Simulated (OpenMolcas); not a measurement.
Tl II: RASPT2 settings compared

```json
{
  "Program": "OpenMolcas 26.06",
  "Basis": "ANO-R2 [8s7p5d3f1g]",
  "Scalar Hamiltonian": "X2C, finite nucleus",
  "Active space": "2 electrons in 9 orbitals (RAS2 6s 6p; RAS3 6d, at most 2 electrons)",
  "State averaging": "2S+1 = 1 even, 1 root; 2S+1 = 1 odd, 3 roots; 2S+1 = 3 odd, 3 roots kept (CI in the orbitals of an earlier block)",
  "Spin-orbit coupling": "state interaction with AMFI integrals over the reference wave functions, term energies averaged over their components"
}
```

Methods on the same reference wave functions:
A. RASSCF
B. SS-RASPT2, IPEA 0.5 Eh, no level shift (closed shells correlated: 5d)
C. SS-RASPT2, IPEA 0.4 Eh, sigma2 regulariser 0.1 Eh (closed shells correlated: 5d)
D. SS-RASPT2, IPEA 0.3 Eh, imaginary shift 0.05 Eh (closed shells correlated: none)

Energies in eV above 6s² ¹S₀, the measured ground level; measured values from NIST Handbook of Basic Atomic Spectroscopic Data.

```
     Level       A       B       C       D  Measured
   6s² ¹S₀  0.0000  0.0000  0.0000  0.0000    0.0000
6s 6p ³P°₀  6.3736   6.817   6.816   6.081    6.1312
6s 6p ³P°₁  6.5785   7.012   7.011   6.289    6.4960
6s 6p ³P°₂  7.1313   7.574   7.573   6.839          
6s 6p ¹P°₁  9.2985   9.313   9.306   9.207    9.3811
```

Deviations, from unrounded energies. A percentage is the sum of absolute deviations over the sum of measured energies, with the sign that they share, or ± where signs differ.

```json
{"Against measurement": "mean absolute deviation (cm-1)", "Levels": "3", "A": "1100", "B": "3400", "C": "3400", "D": "1200"}
{"Against measurement": "other configurations (%)", "Levels": "3", "A": "±1.9", "B": "±5.8", "C": "±5.8", "D": "-2.0"}
```

A lies closest to measurement on these levels and C furthest from it. The largest miss of A in the table is 6s 6p ³P°₀, by +2000 cm-1. The ranking rests on the paired levels alone, and a cruder setting can come out closer through cancelling errors.

Among B to D the level of the table that moves most is 6s 6p ³P°₀, by 5900 cm-1 (lowest in D, highest in B).

The lowest spin-free term lies below A's lowest term by 0.393 hartree in B, 0.394 hartree in C, 0.001 hartree in D.

Terms from blocks run as CI alone lack orbitals of their own. Active for correlation alone: 6d; no level in the range computed is led by a configuration that fills it, so any true level of that kind is missing. Spin-orbit splittings of 6p shells tend to come out small when the coupling is added on scalar orbitals. Measured partners are found by configuration, term and J. A level has none where our copy of the source lacks it or the pairing is in doubt (some pairs that miss far off the trend of their configuration count as doubtful), and it then counts in no deviation. Only configurations of the active space appear.

° marks odd parity.
